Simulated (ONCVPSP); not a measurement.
**Scattering properties, ONCV potential for carbon (C)**

```json
{
 "Element": "carbon (C)",
 "Generator": "ONCVPSP 4.0.1",
 "Type": "optimised norm-conserving Vanderbilt (ONCV)",
 "Functional": "PBEsol",
 "Relativity": "non-relativistic",
 "Frozen core": "[He]",
 "Valence charge": "4",
 "Reference configuration": "2s2 2p2",
 "Partial waves": "2s: rc 1.00 bohr, ncon 4, nbas 8, qcut 5.2 1/bohr, 1 projector; 2p: rc 2.60 bohr, ncon 4, nbas 9, qcut 6.7 1/bohr, 2 projectors, debl 1.9 Ha",
 "Local potential": "polynomial inside 0.65 bohr (lpopt 5, dvloc0 2 Ha)",
 "Core correction": "none"
}
```

The phase is arctan(r·R′/R) of the radial function R(r), unwrapped; energies in Ha, scanned from -2 to 5 Ha. A pole is an energy at which the radial function vanishes at the test radius. The pseudo phase is shifted by a multiple of π to meet the all-electron one at the reference energy, and phase errors are pseudo minus all-electron; the curves can meet again beyond the range given. Levels narrower than the energy grid can be missing from the lists of poles.

```json
{"channel": "s", "radius (bohr)": "1.01", "reference energy (Ha)": "-0.50", "poles, all-electron": "none", "poles, pseudo": "4.20", "unbroken range about the reference energy with phases within 0.05 rad": "below 2.8", "phase error 1 Ha above the reference energy (rad)": "-0.007"}
{"channel": "p", "radius (bohr)": "2.64", "reference energy (Ha)": "-0.19", "poles, all-electron": "-0.01, 2.21", "poles, pseudo": "-0.01, 2.20", "unbroken range about the reference energy with phases within 0.05 rad": "below 3.1", "phase error 1 Ha above the reference energy (rad)": "-0.015"}
```

Phases in the p channel:

```json
{"E (Ha)": "-1.98", "all-electron": "1.328", "pseudo": "1.327"}
{"E (Ha)": "-1.80", "all-electron": "1.311", "pseudo": "1.311"}
{"E (Ha)": "-1.62", "all-electron": "1.292", "pseudo": "1.291"}
{"E (Ha)": "-1.44", "all-electron": "1.267", "pseudo": "1.266"}
{"E (Ha)": "-1.26", "all-electron": "1.234", "pseudo": "1.234"}
{"E (Ha)": "-1.08", "all-electron": "1.189", "pseudo": "1.189"}
{"E (Ha)": "-0.90", "all-electron": "1.121", "pseudo": "1.121"}
{"E (Ha)": "-0.72", "all-electron": "1.003", "pseudo": "1.002"}
{"E (Ha)": "-0.54", "all-electron": "0.736", "pseudo": "0.734"}
{"E (Ha)": "-0.36", "all-electron": "-0.131", "pseudo": "-0.133"}
{"E (Ha)": "-0.18", "all-electron": "-1.209", "pseudo": "-1.209"}
{"E (Ha)": "0.00", "all-electron": "-1.578", "pseudo": "-1.579"}
{"E (Ha)": "0.18", "all-electron": "-1.779", "pseudo": "-1.781"}
{"E (Ha)": "0.36", "all-electron": "-1.983", "pseudo": "-1.987"}
{"E (Ha)": "0.54", "all-electron": "-2.320", "pseudo": "-2.329"}
{"E (Ha)": "0.72", "all-electron": "-3.030", "pseudo": "-3.048"}
{"E (Ha)": "0.90", "all-electron": "-3.837", "pseudo": "-3.847"}
{"E (Ha)": "1.08", "all-electron": "-4.224", "pseudo": "-4.228"}
{"E (Ha)": "1.26", "all-electron": "-4.405", "pseudo": "-4.406"}
{"E (Ha)": "1.44", "all-electron": "-4.508", "pseudo": "-4.509"}
{"E (Ha)": "1.62", "all-electron": "-4.577", "pseudo": "-4.577"}
{"E (Ha)": "1.80", "all-electron": "-4.627", "pseudo": "-4.627"}
{"E (Ha)": "1.98", "all-electron": "-4.668", "pseudo": "-4.668"}
{"E (Ha)": "2.16", "all-electron": "-4.703", "pseudo": "-4.704"}
{"E (Ha)": "2.34", "all-electron": "-4.737", "pseudo": "-4.739"}
{"E (Ha)": "2.52", "all-electron": "-4.770", "pseudo": "-4.774"}
{"E (Ha)": "2.70", "all-electron": "-4.807", "pseudo": "-4.815"}
{"E (Ha)": "2.88", "all-electron": "-4.852", "pseudo": "-4.867"}
{"E (Ha)": "3.06", "all-electron": "-4.911", "pseudo": "-4.946"}
{"E (Ha)": "3.24", "all-electron": "-5.003", "pseudo": "-5.094"}
{"E (Ha)": "3.42", "all-electron": "-5.175", "pseudo": "-5.496"}
{"E (Ha)": "3.60", "all-electron": "-5.603", "pseudo": "-6.680"}
{"E (Ha)": "3.78", "all-electron": "-6.598", "pseudo": "-7.368"}
{"E (Ha)": "3.96", "all-electron": "-7.253", "pseudo": "-7.579"}
{"E (Ha)": "4.14", "all-electron": "-7.492", "pseudo": "-7.676"}
{"E (Ha)": "4.32", "all-electron": "-7.605", "pseudo": "-7.734"}
{"E (Ha)": "4.50", "all-electron": "-7.670", "pseudo": "-7.774"}
{"E (Ha)": "4.68", "all-electron": "-7.714", "pseudo": "-7.805"}
{"E (Ha)": "4.86", "all-electron": "-7.746", "pseudo": "-7.831"}
```
